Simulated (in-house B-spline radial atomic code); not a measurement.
# Binding energies in the chromium ion Cr²⁺

NIST's tabulated ground configuration is [Ar] 3d4; each binding energy is the energy of the ion with one electron taken from that subshell, relaxed, less that of the parent. Computed with a B-spline radial code for spherical atoms: Dirac-Kohn-Sham PBE, spherical fractional occupations, Fermi nucleus of rms radius 3.6452 fm. Energies include first-order Breit, QED and recoil terms.

```tsv
subshell	X-ray name	binding energy (eV)	-ε (eV)	relaxation (eV)
1s	K	6037.3	5901.1	-143.7
2s	L1	711.9	688.5	-24.1
2p1/2	L2	615.8	587.8	-28.6
2p3/2	L3	607	579.1	-28.2
3s	M1	104.4	95.1	-9.3
3p1/2	M2	76.12	67.14	-9.03
3p3/2	M3	75.07	66.11	-8.99
3d	M4,5	30.76	22.86	-7.89
```

Relaxation = -ε minus the binding energy without Breit, QED and recoil terms. With a density functional, K lines can miss by some tenths of a per cent, more in light atoms. For a density functional the relaxation so defined is negative, because -ε of a Kohn-Sham level is smaller than the binding energy.

Emission lines follow as differences of binding energies, with λ = 12398.42 eV·Å / E:

| line | holes | energy (eV) | wavelength (Å) |
| --- | --- | --- | --- |
| K-L3 | 1s → 2p3/2 | 5430.3 | 2.2832 |
| K-L2 | 1s → 2p1/2 | 5421.5 | 2.2869 |
| K-M3 | 1s → 3p3/2 | 5962.2 | 2.0795 |
| L1-M3 | 2s → 3p3/2 | 636.8 | 19.469 |
| L3-M1 | 2p3/2 → 3s | 502.6 | 24.669 |

Task: What screening constant σ does Moseley's law, E = (3/4)·13.6057 eV·(Z - σ)², need for K-L3?

Result: σ = 0.93.

Task: What does it cost to remove both a 2p3/2 and a 3p1/2 electron?

Result: 706.26 eV, which is 23.16 eV more than the two single binding energies together.

Task: What does it cost to remove both a 1s and a 3p1/2 electron?

Result: 6138.7 eV, which is 25.3 eV more than the two single binding energies together.

Task: What does it cost to remove both a 2p3/2 and a 3d electron?

Result: 658.91 eV, which is 21.17 eV more than the two single binding energies together.
